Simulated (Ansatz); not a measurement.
Reaction (atomization): `C[CH2][Sn][NH2]` → 2 C• + 7 H• + N• + Sn•

Isolated molecules relaxed with PBE0-D4/def2-TZVP in Ansatz; ΔE leaves out vibrations. CCSD(T)/CBS is the MP2 limit (def2-TZVPP, def2-QZVPP) plus CCSD(T) − MP2 in def2-TZVPP, frozen cores. This one scheme is used for every species, atoms too. Functionals use def2-TZVPP. B3LYP here is the variant with VWN-RPA as its local correlation; programs differ in this. HSE06 is defined as in plane-wave codes. Open shells (•) are unrestricted, without spin–orbit coupling. Spin–orbit coupling would lower the free atoms: a little for C; strongly for Sn. Elements past krypton have def2 core potentials. For Sn outer-core shells are correlated without core-valence functions, so the limit isn't a true one: a few kJ/mol of doubt a bond, and 10 to 20 or more in all where bonds break to atoms. Each species was taken in one conformer, which may not be the lowest.

`C[CH2][Sn][NH2]`:

```xyz
11

C     1.204   -0.819    0.161
C    -0.047   -0.785   -0.712
Sn   -0.554    1.271   -1.324
N    -1.327    1.715    0.484
H     1.075   -0.231    1.075
H     1.468   -1.837    0.466
H     2.076   -0.410   -0.359
H    -0.907   -1.198   -0.174
H     0.094   -1.398   -1.607
H    -1.399    1.068    1.255
H    -1.683    2.624    0.734
```

Question: What is ΔE at CCSD(T)/CBS? (An estimate is asked.)

Answer: Computed: +40.05 eV.

Question: What do these levels give: BLYP-D4, B97M-V, PBE0-D4, B3LYP-D4, HSE06-D4, CAM-B3LYP-D4, r2SCANh, HSE06, CCSD/def2-SVP, MP2/def2-TZVPP, CCSD/def2-TZVPP, HF/CBS(def2)? (Estimate.)

Answer: Ansatz gave: BLYP-D4 40.07, B97M-V 39.99, PBE0-D4 39.92, B3LYP-D4 40.07, HSE06-D4 39.94, CAM-B3LYP-D4 40.11, r2SCANh 39.51, HSE06 39.76, CCSD/def2-SVP 37.05, MP2/def2-TZVPP 39.15, CCSD/def2-TZVPP 38.33, HF/CBS(def2) 28.38 eV.

Largest T1 diagnostic among the species: 0.015.

The D4 term adds +0.38 eV with B3LYP and +0.20 eV with PBE0; it sums over pairs of atoms, weighted by their polarisabilities, and B3LYP, whose exchange is more repulsive, gets the larger term. From r2SCAN to r2SCAN0 (25 % exact exchange), in def2-TZVPP and without D4, ΔE moves by −0.59 eV: exact exchange takes away binding that semilocal exchange gives to molecules.

For atomizations the MP2-based limit and the directly extrapolated one differ by several kJ/mol either way, and by 10 to 25 for some Ge, Se and Sn compounds, so smaller differences from it don't rank the levels.
